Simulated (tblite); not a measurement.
Run record: molecular-dynamics run, `C1CO[SiH2]C1`.

Computed with GFN2-xTB (tblite), gas phase: Langevin dynamics at 400 K from the optimised GFN2-xTB geometry, time step 0.5 fs, friction 0.01 fs⁻¹, 2000 steps. The input is one job of a driver script: a line of settings, then coordinates in Å. «temperature» is in K, «steps» counts time steps and «every» is the stride of the printed frames; «frames» go on to single points.

Command:
```bash
OMP_NUM_THREADS=1 python probes_run.py task.json out
```

Input:
```
{"job": {"kind": "md", "xc": "GFN2-xTB", "basis": "xTB", "temperature": 400, "steps": 2000, "every": 50, "frames": 5}, "charge": 0, "multiplicity": 1}
C      0.286390    -0.973629     0.508960
C      1.367471     0.044054     0.140773
O      0.783354     1.321044     0.031896
Si    -0.809547     1.310455    -0.336889
C     -0.969057    -0.589902    -0.274871
H      0.627051    -1.988034     0.298099
H      0.081906    -0.892495     1.578087
H      2.156176     0.097585     0.896577
H      1.823181    -0.213319    -0.822621
H     -1.530646     2.022822     0.712006
H     -1.024738     1.852535    -1.675347
H     -0.930323    -1.015643    -1.277871
H     -1.865605    -0.974987     0.203474
```

Estimate the output. One trajectory will do; the random numbers aren't given.

```
t/fs     T/K      E/eV
    0.0   333.4   -444.71106
   25.0   275.6   -444.47423
   50.0   224.0   -444.25483
   75.0   375.4   -444.40881
  100.0   302.3   -444.24199
  125.0   348.3   -444.18645
  150.0   323.4   -444.14995
  175.0   324.4   -444.13287
  200.0   337.2   -444.11218
  225.0   391.7   -443.94755
  250.0   445.3   -444.23165
  275.0   324.4   -443.94753
  300.0   421.1   -444.34271
  325.0   301.6   -444.25623
  350.0   242.2   -444.28685
  375.0   392.2   -444.49303
  400.0   299.5   -444.19992
  425.0   319.4   -444.05083
  450.0   518.2   -444.28799
  475.0   388.2   -444.13461
  500.0   314.5   -444.21018
  525.0   384.2   -444.39091
  550.0   377.1   -444.36001
  575.0   421.7   -444.24700
  600.0   356.7   -444.10927
  625.0   345.3   -443.97897
  650.0   413.6   -444.07374
  675.0   404.4   -443.94494
  700.0   391.9   -444.03106
  725.0   379.1   -443.92318
  750.0   442.9   -443.92464
  775.0   491.3   -444.04642
  800.0   328.7   -443.93806
  825.0   518.4   -444.12285
  850.0   345.4   -443.77426
  875.0   434.8   -444.01391
  900.0   433.3   -444.22333
  925.0   462.1   -444.08446
  950.0   315.5   -444.21592
  975.0   295.9   -444.24498
 1000.0   340.0   -444.38449
```

E is the potential energy; T comes from the kinetic energy over all 3N coordinates.

Sum up the printed frames.

41 frames over 1000 fs. T runs from 224 K (50 fs) to 518 K (825 fs), with a mean of 368 K over all frames and 390 K from 500 fs on. E starts at -444.711 eV, peaks 0.937 eV above that at 850 fs, and averages 0.604 eV above it from 500 fs on.

Give the last frame.

0.15 Å rms from the start after alignment:
```
atom  x, y, z in Å  |  force x, y, z in eV/Å
C1     -0.789   -0.614   -0.466   -0.068  -0.435  -2.774
C2      0.217   -0.042    0.450    0.346  -0.301   2.267
O3     -0.367    0.068    1.782   -0.209  -0.440  -0.906
Si4    -1.995   -0.197    1.738    0.451  -0.192   0.066
C5     -2.196   -0.147   -0.158   -0.325   0.311   1.241
H6     -0.490   -0.378   -1.522   -0.197  -0.040   0.539
H7     -0.673   -1.693   -0.389   -0.581  -0.243   0.061
H8      1.129   -0.681    0.518   -0.525   0.412   0.059
H9      0.496    0.950    0.218    0.426   1.121  -0.485
H10    -2.300   -1.546    2.187   -0.062  -0.103   0.225
H11    -2.627    0.901    2.402   -0.206   0.318   0.339
H12    -2.443    0.890   -0.407    0.542  -0.155  -0.440
H13    -3.022   -0.740   -0.543    0.408  -0.251  -0.193
```

Time: 12 s of wall time; peak memory 0.18 GiB. Hardware: Intel Xeon Platinum 8488C, one thread, no GPU, shared host with 96 logical CPUs at a one-minute load of 47.
